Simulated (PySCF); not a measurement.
An excited-state job on `C(/C(=C)C1CCC1)=N\[H]`.

Method: TDDFT PBE0/def2-SVPD, vertical, gas phase, core orbitals frozen in the response (PySCF 2.14.0, density-fitted response routines). Geometry: GFN2-xTB. The input is one job of a driver script: a line of settings, then coordinates in Å.

Command:
```bash
OMP_NUM_THREADS=1 python probes_run.py task.json out
```

Input:
```
{"job": {"kind": "uv", "xc": "PBE0", "basis": "def2-SVPD", "nstates": 6, "ntriplets": 2}, "charge": 0, "multiplicity": 1}
C      0.827653    -2.075211    -0.110887
C      0.910764    -0.749529    -0.214220
C      2.215503    -0.100201    -0.094346
N      2.348058     1.135673    -0.301863
C     -0.245407     0.163225    -0.470652
C     -0.566176     1.199768     0.627700
C     -2.059494     0.918354     0.415715
C     -1.690161    -0.352413    -0.362800
H     -0.100854    -2.606598    -0.222890
H      1.700343    -2.680626     0.073453
H      3.040786    -0.778347     0.170222
H      3.294662     1.495685    -0.205005
H     -0.069820     0.671641    -1.420825
H     -0.216214     0.877079     1.606041
H     -0.218380     2.211569     0.442649
H     -2.655403     0.775057     1.314742
H     -2.538475     1.667904    -0.210505
H     -2.213539    -0.521970    -1.301721
H     -1.773650    -1.241810     0.257729
```

Q: What does the run print?

A: 
```
coarse grid: 15488 points
cycle   1  E = -327.3378739266  dE =  1.020e+00  |g| = 4.558e-01  |ddm| = 7.845e+00
cycle   2  E = -327.2927429053  dE =  4.513e-02  |g| = 6.477e-01  |ddm| = 2.918e+00
cycle   3  E = -327.3907566993  dE = -9.801e-02  |g| = 1.281e-01  |ddm| = 1.758e+00
cycle   4  E = -327.3944676795  dE = -3.711e-03  |g| = 4.159e-02  |ddm| = 3.216e-01
cycle   5  E = -327.3948845632  dE = -4.169e-04  |g| = 1.040e-02  |ddm| = 1.345e-01
cycle   6  E = -327.3949094594  dE = -2.490e-05  |g| = 3.306e-03  |ddm| = 3.847e-02
cycle   7  E = -327.3949119921  dE = -2.533e-06  |g| = 1.073e-03  |ddm| = 8.626e-03
final grid: 148544 points
cycle   8  E = -327.4418945243  dE = -5.333e-05  |g| = 9.625e-03  |ddm| = 2.758e-01
cycle   9  E = -327.4418797569  dE =  1.477e-05  |g| = 1.228e-02  |ddm| = 5.228e-02
cycle  10  E = -327.4419185123  dE = -3.876e-05  |g| = 1.977e-03  |ddm| = 3.017e-02
cycle  11  E = -327.4419195045  dE = -9.922e-07  |g| = 4.105e-04  |ddm| = 4.358e-03
cycle  12  E = -327.4419195422  dE = -3.765e-08  |g| = 1.515e-04  |ddm| = 1.446e-03
cycle  13  E = -327.4419195471  dE = -4.914e-09  |g| = 5.097e-05  |ddm| = 4.360e-04
cycle  14  E = -327.4419195476  dE = -5.048e-10  |g| = 1.911e-05  |ddm| = 1.487e-04
converged SCF energy = -327.4419195476

Static polarisability (au): isotropic 89.258, principal 66.361 95.364 106.047

Singlet excitations
state   eV       nm        f      main configurations
  1   4.5472    272.7   0.00039   H-1->L 0.97
  2   5.7719    214.8   0.22747   H->L 0.87
  3   6.2423    198.6   0.00125   H-2->L 0.93
  4   6.4684    191.7   0.01963   H-4->L 0.89
  5   6.6061    187.7   0.12971   H-3->L 0.89
  6   7.0885    174.9   0.01708   H->L+1 0.86

Triplet excitations (Tamm-Dancoff, eV): 3.5066 3.8577
```

The SCF starts on a coarse grid where the log names one; the energy can jump when the final grid takes over, and dE then counts from the start density on the new grid. H and L stand for HOMO and LUMO; the number after each pair is its weight.

Q: Give S1 in cm⁻¹ and kJ/mol.

A: 4.5472 eV × 8065.54 = 36676 cm⁻¹; × 96.485 = 438.7 kJ/mol.

Main results: HOMO -7.37 eV, LUMO -1.15 eV; lowest singlet 4.55 eV; lowest triplet 3.51 eV (Tamm–Dancoff); mean polarisability 89.3 au.

Q: Estimate the wall time. Hardware: one thread, Intel Xeon Platinum 8488C (x86_64), no GPU, shared host. And the peak memory of the process?

A: About 50 s, with 0.97 GiB resident at the peak, the Python interpreter and its libraries included.

One conformer stands for the species.
Labels such as C1 count atoms from 1, the log's own numbers from 0.
